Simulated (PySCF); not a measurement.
Ligand exchange on a metal centre used in film growth or etching (Nb Cl-F). Isolated molecules, 0 K electronic values unless said otherwise.

All values below come from PBE-D3(BJ)/def2-TZVP // PBE-D3(BJ)/def2-SVP (PySCF). 

```
species                                  mean distance from the central atom to its bonded neighbours (Å)  HOMO (eV)  HOMO–LUMO gap (eV)  charge on the central atom (Mulliken) (e)
---------------------------------------  ----------------------------------------------------------------  ---------  ------------------  -----------------------------------------
2 of 5 Cl replaced by F                                                                             2.126      -8.61                4.10                                          ?
3 of 5 Cl replaced by F ([Nb(Cl)2(F)3])                                                             2.038      -8.76                4.15                                          ?
4 of 5 Cl replaced by F                                                                                 ?      -9.43                5.26                                       1.68
5 of 5 Cl replaced by F                                                                             1.864     -10.21                   ?                                       1.81
```

Fill in the missing entries.


- 2 of 5 Cl replaced by F, charge on the central atom (Mulliken) (e): 1.47
- 3 of 5 Cl replaced by F ([Nb(Cl)2(F)3]), charge on the central atom (Mulliken) (e): 1.58
- 4 of 5 Cl replaced by F, mean distance from the central atom to its bonded neighbours (Å): 1.948
- 5 of 5 Cl replaced by F, HOMO–LUMO gap (eV): 5.88
